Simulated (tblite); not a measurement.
Input of a run (GFN2-xTB geometry optimisation, gas phase (tblite 0.8.0)), started from a force field or distance geometry:
```
{"job": {"kind": "relax", "xc": "GFN2-xTB", "basis": "xTB"}, "charge": 0, "multiplicity": 1}
C      1.801700     0.656000    -0.522200
C      0.787300    -0.462800    -0.603200
C     -0.175600    -0.290300     0.545300
C     -1.167800    -1.432600     0.417200
S     -1.096000     1.224800     0.347800
O     -2.115300     1.286300     1.440400
O     -0.134400     2.356700     0.578400
Cl    -1.915600     1.354100    -1.519000
H      1.815900     1.057900     0.504900
H      2.809700     0.196200    -0.664200
H      1.657600     1.420500    -1.310100
H      1.366000    -1.413500    -0.482500
H      0.274300    -0.454800    -1.580600
H      0.271000    -0.372000     1.533500
H     -0.742700    -2.249600     1.055700
H     -2.134400    -1.113600     0.867900
H     -1.308500    -1.751400    -0.619000
```

Output (eV, eV/Å):
```
step      E/eV     max force
  0    -790.89939    6.048
  1    -791.45190    1.953
  2    -791.57135    0.869
  3    -791.68575    0.929
  4    -791.72933    0.729
  5    -791.77406    0.617
  6    -791.79833    0.242
  7    -791.80618    0.249
  8    -791.81532    0.299
  9    -791.82253    0.264
 10    -791.82993    0.188
 11    -791.83512    0.171
 12    -791.83940    0.148
 13    -791.84379    0.176
 14    -791.84878    0.204
 15    -791.85334    0.167
 16    -791.85711    0.146
 17    -791.86038    0.184
 18    -791.86343    0.148
 19    -791.86588    0.123
 20    -791.86765    0.093
 21    -791.86935    0.118
 22    -791.87162    0.171
 23    -791.87444    0.192
 24    -791.87744    0.153
 25    -791.88052    0.155
 26    -791.88403    0.142
 27    -791.88852    0.196
 28    -791.89399    0.210
 29    -791.89941    0.226
 30    -791.90461    0.222
 31    -791.91046    0.198
 32    -791.91655    0.269
 33    -791.92225    0.257
 34    -791.91936    0.384
 35    -791.93024    0.182
 36    -791.93359    0.136
 37    -791.94382    0.168
 38    -791.94639    0.162
 39    -791.95185    0.122
 40    -791.95422    0.114
 41    -791.95650    0.082
 42    -791.95749    0.133
 43    -791.95851    0.106
 44    -791.95939    0.085
 45    -791.96046    0.060
 46    -791.96104    0.045
 47    -791.96140    0.046
 48    -791.96167    0.042
 49    -791.96205    0.037
 50    -791.96245    0.042
 51    -791.96283    0.048
 52    -791.96319    0.060
 53    -791.96368    0.066
 54    -791.96438    0.063
 55    -791.96520    0.066
 56    -791.96592    0.060
 57    -791.96650    0.071
 58    -791.96702    0.062
 59    -791.96763    0.079
 60    -791.96831    0.066
 61    -791.96913    0.051
 62    -791.96951    0.040
 63    -791.96988    0.041
 64    -791.97032    0.048
 65    -791.97082    0.070
 66    -791.97134    0.066
 67    -791.97188    0.070
 68    -791.97248    0.063
 69    -791.97327    0.080
 70    -791.97437    0.120
 71    -791.97566    0.116
 72    -791.97677    0.061
 73    -791.97752    0.058
 74    -791.97815    0.069
 75    -791.97882    0.098
 76    -791.97938    0.077
 77    -791.97991    0.051
 78    -791.98023    0.044
 79    -791.98047    0.043
 80    -791.98070    0.045
 81    -791.98120    0.030
 82    -791.98145    0.035
 83    -791.98173    0.041
 84    -791.98205    0.046
 85    -791.98241    0.033
 86    -791.98270    0.033
 87    -791.98290    0.031
 88    -791.98309    0.041
 89    -791.98335    0.036
 90    -791.98362    0.060
 91    -791.98389    0.040
 92    -791.98415    0.036
 93    -791.98444    0.037
 94    -791.98470    0.038
 95    -791.98502    0.038
 96    -791.98525    0.040
 97    -791.98548    0.044
 98    -791.98577    0.047
 99    -791.98620    0.048
100    -791.98673    0.052
101    -791.98722    0.054
102    -791.98760    0.048
103    -791.98788    0.031
104    -791.98803    0.029
105    -791.98812    0.018
106    -791.98816    0.018
107    -791.98819    0.012
108    -791.98822    0.016
109    -791.98825    0.018
110    -791.98828    0.020
111    -791.98830    0.011
112    -791.98831    0.011
113    -791.98832    0.009
```

Q: Summarise the run.

A: The energy falls by 105.1 kJ/mol over 113 L-BFGS steps, the largest force on an atom goes from 6.05 to 0.009 eV/Å, and the atoms move by 0.459 Å rms after alignment. The bond that changes most is S5=O7 (sulfonyl sulfur to sulfonyl oxygen), which shortens by 0.075 Å. Bonds longer at the end by more than 0.005 Å: 2 of 16; shorter: 11. Among the angles that change most is O6–S5–O7, from 107.0° to 117.9°. Among the dihedrals that turn most is H11–C1–C2–C3, from -107° to -58°. The energy rose by more than 1e-5 eV at step 34. The first step brought 51 % of the lowering.

Q: What are the final bond lengths?

A: C1–C2 1.524 Å, C2–C3 1.513 Å, C3–C4 1.509 Å, C3–S5 1.824 Å, S5=O6 1.428 Å, S5=O7 1.428 Å, S5–Cl8 2.041 Å, C1–H9 1.088 Å, C1–H10 1.087 Å, C1–H11 1.086 Å, C2–H12 1.094 Å, C2–H13 1.092 Å, C3–H14 1.090 Å, C4–H15 1.088 Å, C4–H16 1.088 Å, C4–H17 1.088 Å. Numbering counts from 1 in the input's order; the species is `[C@H](CC)(S(=O)(=O)Cl)C`.

Its GFN2-xTB frequencies are all real (lowest 50 cm⁻¹). One conformer, not necessarily the lowest.

The numbers are calculated, not measured.
